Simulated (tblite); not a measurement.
C6H9BrOSi.
Geometry (GFN2-xTB, Å), atoms numbered from 1 in this order:
```xyz
18
C6H9BrOSi angstrom
C      3.5463    0.1182    0.1045
C      2.3183   -0.3063    0.3555
Si     0.9249   -0.2980   -0.9259
C     -0.6500   -0.6339    0.1402
C     -1.8240    0.0990   -0.3873
C     -2.0065   -0.0042   -1.8333
O     -1.1295   -0.3735   -2.5758
C     -2.6216    0.8420    0.3885
Br    -4.0705    1.8747   -0.2329
H      4.3397    0.0888    0.8364
H      3.8137    0.5192   -0.8595
H      2.1183   -0.7017    1.3453
H      1.1777   -1.3854   -1.8672
H      0.8643    1.0377   -1.5218
H     -0.8517   -1.7038    0.0729
H     -0.4937   -0.3931    1.1900
H     -2.9982    0.2813   -2.2220
H     -2.4664    0.9453    1.4512
```

All values are computed: GFN2-xTB (tblite) harmonic vibrations without scaling, gas phase. Against measured fundamentals such values can be off by several per cent, at times by over 20. Modes of hydrogen on silicon can be 10 to 20 % off. One conformer, not necessarily the lowest. The optimisation stopped once no atom felt more than 0.01 eV/Å.

Lowest wavenumbers of the output (negative numbers stand for imaginary wavenumbers):
```
mode    cm-1
  1     -29.6
  2      35.3
  3      89.7
  4      93.8
  5     138.7
  6     167.3
  7     189.9
  8     203.3
```

Task: Is this structure a minimum?

Result: Not by this Hessian. 1 mode is imaginary beyond 20i (30i cm⁻¹), so at this level the point lies at or near a first-order saddle. The curvature is small, so loose convergence or finite differences may be the whole cause.

Task: Which atoms move in the imaginary mode?

Result: 30i: C1 (terminal =CH2 carbon) 38 %, H11 (vinylic hydrogen) 22 %, H12 (vinylic hydrogen) 15 %, C2 (alkene CH carbon) 12 %. These are shares of the mass-weighted motion.

Task: What is the remedy?

Result: Step along that mode in both directions, optimise again with tighter thresholds and repeat the frequencies. The zero-point energy of this point (79.2 kcal/mol) counts the 47 real modes alone, and thermal corrections from it aren't those of a minimum.
